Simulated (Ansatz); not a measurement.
CH₆BClGeO (`ClBC[O][GeH3]`), relaxed with RKS PBE0-D4/def2-TZVP in Ansatz from a PBE-D4/def2-SVP geometry. The force threshold is 0.005 eV/Å; the program also tests the step.

Charge 0, multiplicity 1.

Start:

```xyz
11

Cl    0.220    2.983   -1.385
B     0.508    1.278   -1.049
C     0.572    0.790    0.444
O     0.737   -0.607    0.646
Ge   -0.703   -1.672    0.403
H     0.686    0.551   -2.006
H    -0.273    1.225    1.040
H     1.472    1.301    0.877
H    -1.772   -1.318    1.478
H    -1.289   -1.427   -1.019
H    -0.155   -3.104    0.571
```

Q: How much energy does the relaxation release, and in how many steps? (Best estimate.)

A: Ansatz gave: 0.04 eV, in 10 steps, 2 of them rejected.

Q: Which bonds change most? (Estimate.)

A: The calculation gave: O4–Ge5 from 1.807 to 1.781 Å; B2–H6 from 1.215 to 1.192 Å; C3–H8 from 1.122 to 1.102 Å; C3–H7 from 1.122 to 1.105 Å.

Q: Give the relaxed structure. (Estimate.)

A: Computed: 
```xyz
11

Cl    0.325    2.993   -1.356
B     0.511    1.282   -1.052
C     0.556    0.785    0.428
O     0.736   -0.605    0.603
Ge   -0.682   -1.665    0.407
H     0.613    0.564   -1.998
H    -0.319    1.170    0.980
H     1.408    1.293    0.908
H    -1.719   -1.289    1.484
H    -1.290   -1.445   -0.992
H    -0.141   -3.084    0.587
```
